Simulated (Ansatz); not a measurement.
Species: CH₄Si, charge 1, multiplicity 2. SMILES of the parent species: [SiH2]=C

Atoms: C1, Si2, H3, H4, H5, H6. Bonds: C1-Si2, C1-H3, C1-H4, Si2-H5, Si2-H6.

Bond lengths (Å) and angles (degrees) optimised at HF/3-21G with Ansatz (a program for electronic structure); HF/6-31G* with Ansatz; PBE/6-31G* with Ansatz, each started from the B3LYP-D3(BJ)/def2-TZVP structure (Ansatz) of the last column. A row stands for all coordinates that are equal there. 6-31G* holds six Cartesian d functions. No wavenumbers were computed at PBE/6-31G*, so these may be saddle points.

| coordinate | HF/3-21G | HF/6-31G* | PBE/6-31G* | B3LYP-D3(BJ)/def2-TZVP |
|---|---|---|---|---|
| C1-Si2 | 1.825 | 1.793 | 1.819 | 1.795 |
| C1-H3 | 1.076 | 1.077 | 1.098 | 1.086 |
| Si2-H5 | 1.463 | 1.454 | 1.484 | 1.465 |
| Si2-C1-H3 | 121.7 | 121.9 | 121.9 | 122.0 |
| C1-Si2-H5 | 119.9 | 120.0 | 119.3 | 119.5 |
| H3-C1-H4 | 116.7 | 116.2 | 116.1 | 116.1 |
| H5-Si2-H6 | 120.3 | 120.0 | 121.4 | 120.9 |

Mean signed difference of all 5 bond lengths from B3LYP-D3(BJ)/def2-TZVP: HF/3-21G 0.001 Å, HF/6-31G* -0.009 Å, PBE/6-31G* 0.017 Å.
